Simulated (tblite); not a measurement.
Run record: tight-binding relaxation, `C#CC1=CC=CS1(=O)=O`.

Computed with GFN2-xTB geometry optimisation, gas phase (tblite 0.8.0). Start geometry: from a force field or distance geometry. The input is one job of a driver script: a line of settings, then coordinates in Å.

Input:
```
{"job": {"kind": "relax", "xc": "GFN2-xTB", "basis": "xTB"}, "charge": 0, "multiplicity": 1}
C      2.827100     0.360700    -1.422100
C      1.751300     0.277200    -0.878800
C      0.515600     0.163200    -0.215700
C     -0.102400     1.145200     0.470500
C     -1.378300     0.743900     1.043700
C     -1.728300    -0.518900     0.752600
S     -0.482300    -1.267600    -0.213800
O      0.151200    -2.312100     0.577600
O     -1.012100    -1.533400    -1.531700
H      3.756400     0.435000    -1.909500
H      0.300200     2.128600     0.624700
H     -1.983900     1.422800     1.624800
H     -2.619000    -1.044200     1.059800
```

Output:
```
step      E/eV     max force
  0    -710.53291    2.221
  1    -710.62390    0.832
  2    -710.64495    0.628
  3    -710.65443    1.154
  4    -710.66583    0.571
  5    -710.67514    0.373
  6    -710.68047    0.160
  7    -710.68265    0.116
  8    -710.68401    0.110
  9    -710.68541    0.109
... (13 lines left out)
 23    -710.69157    0.054
 24    -710.69199    0.045
 25    -710.69230    0.047
 26    -710.69257    0.049
 27    -710.69276    0.034
 28    -710.69284    0.020
 29    -710.69288    0.014
 30    -710.69289    0.014
 31    -710.69291    0.010
 32    -710.69291    0.005
```

«max force» is the largest atomic force in eV/Å.

**Question.** From which step on does the largest force stay under 0.1 eV/Å, and how much energy is left to gain from there?

**Answer.** From step 10 (0.057 eV/Å), 6.8 meV above the end.

Summary of the converged run: energy lowered by 3.7 kcal/mol over 32 steps; largest atomic force 0.005 eV/Å at the end.

Time: 0.16 s. Hardware: one thread of an Arm Neoverse V2, shared host with 32 logical CPUs at a one-minute load of 12.
Labels such as C1 count atoms from 1, the log's own numbers from 0.
